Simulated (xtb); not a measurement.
In(H)(F)(Me) (CH4FIn), SMILES [F][InH][CH3]. All values are semi-empirical tight-binding results from xtb (GFN2-xTB unless named), good for trends rather than for accurate numbers. Geometry optimised at GFN2-xTB.

Optimised geometry:

Bonded distances (Å): In1–H2 1.722, In1–F3 1.967, In1–C4 2.214, C4–H5 1.086, C4–H6 1.086, C4–H7 1.088. Angles (°): H2–In1–F3 106.5, H2–In1–C4 144.7, F3–In1–C4 108.8, In1–C4–H5 110.1, In1–C4–H6 110.7, In1–C4–H7 103.1, H5–C4–H6 110.6, H5–C4–H7 111.0, H6–C4–H7 111.2.
Charge 0, spin multiplicity 1.

For metal compounds this method's bond lengths and energies can be far off.

Computed properties:
```yaml
orbital_gap: 3.80 eV
zero_point_energy: 25.0 kcal/mol
G − E(el) at 298.15 K (modified RRHO): 6.0 kcal/mol
```

Computed atomic charges and the Wiberg bond orders between heavy atoms:
charges (e) In1 0.27, H2 -0.01, F3 -0.38, C4 -0.15, H5 0.08, H6 0.08, H7 0.11. Bond orders In1–F3 0.95, In1–C4 0.84.
